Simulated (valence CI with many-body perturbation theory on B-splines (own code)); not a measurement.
## La XVIII: what each term of the Hamiltonian does

Computed by valence CI with perturbative core correlation (CI+MBPT): four valence electrons over a frozen Dirac-Fock core [Kr], radial functions for each j: 9 s, 9 p, 10 d, 8 f, 5 g, 3 h, 1 i, with the one-electron correlation potential Σ1 (screened to all orders), the two-electron term Σ2, the three-electron term Σ3, Breit, model QED; selected single and double excitations, second order for the rest (own B-spline code, finite nucleus).

No measured spectrum was set against this ion. As an estimate, terms of the open shell hold to 2 to 4 % of their energy, and close levels can change places. Core correlation moves these levels by up to 7200 cm⁻¹, and in measured spectra 5 to 20 % of such shifts remained as error; rates that hang on mixing are uncertain with them. Only levels of the ground parity were solved; by the run's estimate the other parity begins above the list, which can be wrong where configurations are misplaced.

Each rung adds one term. CI alone is the Dirac-Coulomb CI over the frozen core; QED comes last and gives the full result, which names the levels. Energies are above (4d3/2^4) J=0 on the same rung, in cm⁻¹.

Levels are named by their leading jj configuration (3d3/2^4 stands for four electrons in 3d with j = 3/2), which in mixed levels can hold well under half, so a name can repeat and another be missing. Letters in brackets count levels of one name in rising energy.

| Level | CI alone | Σ1 | Σ2 | Σ3 | Breit | QED | Full |
| --- | --- | --- | --- | --- | --- | --- | --- |
| (4d3/2^3 4d5/2) J=1 | 14105 | +324 | -28 | +391 | -694 | +73 | 14172 |
| (4d3/2^2 4d5/2^2) J=2 [a] | 25305 | +500 | -144 | +410 | -1102 | +110 | 25078 |
| (4d3/2^2 4d5/2^2) J=3 [a] | 33347 | +568 | -316 | +253 | -1280 | +122 | 32695 |
| (4d3/2^3 4d5/2) J=4 | 37623 | +504 | -831 | -116 | -1181 | +100 | 36100 |
| (4d3/2^2 4d5/2^2) J=0 [a] | 51570 | +572 | +770 | -445 | -1123 | +124 | 51468 |
| (4d3/2^2 4d5/2^2) J=4 [a] | 57133 | +613 | -2413 | -341 | -1398 | +128 | 53721 |
| (4d3/2^2 4d5/2^2) J=3 [b] | 66144 | +593 | -2378 | -925 | -1192 | +117 | 62358 |
| (4d3/2^2 4d5/2^2) J=2 [b] | 67258 | +549 | -1211 | -737 | -1085 | +110 | 64885 |
| (4d3/2^2 4d5/2^2) J=5 | 71308 | +731 | -3549 | -548 | -1647 | +143 | 66437 |
| (4d3/2^2 4d5/2^2) J=1 | 69896 | +710 | +167 | -432 | -1411 | +148 | 69078 |
| (4d3/2^2 4d5/2^2) J=6 | 77540 | +780 | -4142 | -558 | -1869 | +149 | 71900 |
| (4d3/2^2 4d5/2^2) J=4 [b] | 83332 | +802 | -2949 | -1200 | -1708 | +156 | 78432 |
| (4d3/2^2 4d5/2^2) J=2 [c] | 84416 | +747 | -1757 | -1071 | -1541 | +150 | 80944 |
| (4d3/2^2 4d5/2^2) J=3 [c] | 88488 | +708 | -3078 | -1452 | -1453 | +138 | 83351 |
| (4d3/2 4d5/2^3) J=4 [a] | 88791 | +938 | -1613 | -695 | -2042 | +199 | 85578 |
| (4d3/2 4d5/2^3) J=3 [a] | 96644 | +985 | -1450 | -943 | -2035 | +210 | 93411 |
| (4d3/2 4d5/2^3) J=2 [a] | 99888 | +855 | +568 | -871 | -1771 | +182 | 98851 |
| (4d3/2 4d5/2^3) J=5 | 104104 | +1105 | -2873 | -906 | -2448 | +228 | 99210 |
| (4d3/2 4d5/2^3) J=1 [a] | 106420 | +992 | -1499 | -1522 | -1976 | +211 | 102627 |

The middle columns are the shifts that each term adds.

(1) How does the ionisation energy move along the ladder, and which term matters most?

Results:

(1) CI alone 461.64, + Σ1 463.89, + Σ2 465.82, + Σ3 465.88, + Breit 465.72, + QED 465.75 eV. The largest step is Σ1, 2.25 eV. NIST lists 464 ± 3 eV (theoretical).
